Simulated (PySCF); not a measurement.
# What a mistake does to a calculation on AlGeH4OSi

All numbers below are calculated, not measured. They come from PySCF 2.14.0, an open-source quantum chemistry program, on an isolated molecule that a program drew, which may never have been made. The molecule is AlGeH4OSi (charge 0, doublet), drawn as the SMILES string `[O]=[Al][GeH][SiH3]`.

Each row is a Hartree-Fock (HF) and frozen-core CCSD(T) single point in the cc-pV(D+d)Z basis, meant for a local HF minimum. Run 1 is clean. Each other run has one planted mistake out of seven kinds, and not every kind appears here: one electron removed, one electron added, multiplicity raised by two, geometry at a saddle point, minimal basis STO-3G, one bond length entered in bohr, all coordinates scaled. The reference is restricted for singlets and unrestricted otherwise, and also for a bond in bohr. Adding or removing an electron swaps singlet and doublet. Electrons count all cores. HOMO and LUMO are orbital energies over both spins, the gradient is its largest component, and the lowest frequency (negative if imaginary) is given only where the gradient is small. Bond lengths are over the 7 bonds as drawn. T1 is the CCSD diagnostic: over 0.02 (restricted) or 0.045 (unrestricted) a single reference is doubtful. Germanium has the cc-pVDZ-PP basis, with a core potential (ECP10MDF) in place of its 10 inner electrons, and its 3s, 3p and 3d shells are frozen in CCSD(T).

Geometry of the clean run:
```xyz
8
AlGeH4OSi, angstrom
O     0.2960   -1.7497    4.1500
Al    0.2966   -0.7874    2.9041
Ge    0.3943    0.6395    0.9213
Si    1.9352    2.4814    0.8438
H    -1.0064    0.9651    0.3923
H     1.4361    3.6084    1.6607
H     3.2311    2.0083    1.3736
H     2.0796    2.9053   -0.5643
```

```
run  electrons  basis functions  <S^2>  HOMO (eV)  LUMO (eV)  gradient (hartree/bohr)  lowest frequency (cm^-1)  mean bond (Å)  longest bond (Å)      T1  HF (hartree)  CCSD(T) (hartree)                 mistake
  1         71              103  0.762      -9.23      -0.44                  1.8e-05                        63         1.7697             2.445  0.0286    -901.39696         -901.88816                no fault
  2         72              103  0.000      -2.08       5.89                  2.9e-02                         -         1.7697             2.445  0.0245    -901.44058         -901.95639      one electron added
  3         71              103  0.761      -9.32      -0.44                  1.0e-01                         -         1.6618             2.296  0.0254    -901.36345         -901.84462  all coordinates scaled
  4         71              103  2.011      -7.55       0.38                  1.2e-02                         -         1.9698             2.975  0.0414    -901.28090         -901.71310                       ?
  5         71              103  3.775      -5.76      -0.21                  1.2e-01                         -         1.7697             2.445  0.0434    -901.31925         -901.75089                       ?
```

**Which mistake was planted in run 4, and what did it cost?**

The mean bond changes by a factor of 1.113 and the longest by 1.217, so the molecule wasn't scaled as a whole. A length L in bohr read as angstrom grows by (1/0.5292 - 1) L = 0.890 L. The 7 bonds together grew by 7 x 0.2001 = 1.401 Å, which gives L = 1.574 Å. That is bond O1-Al2, 1.574 Å in the clean geometry. So the mistake is: one bond length entered in bohr. Subtracting run 1 and multiplying by 627.51 kcal/mol a hartree, the energy moved by 72.8 kcal/mol in HF and 109.9 kcal/mol in CCSD(T).

**Which mistake was planted in run 5, and what did it cost?**

Electrons, basis and geometry are unchanged, and <S^2> is 3.775, beside S(S+1) = 3.75 for a multiplicity of 4. So the mistake is: multiplicity raised by two. Subtracting run 1 and multiplying by 627.51 kcal/mol a hartree, the energy moved by 48.8 kcal/mol in HF and 86.1 kcal/mol in CCSD(T).

Cautions from the logs. Run 2: T1 is over the limit, so its CCSD(T) energy is less reliable.
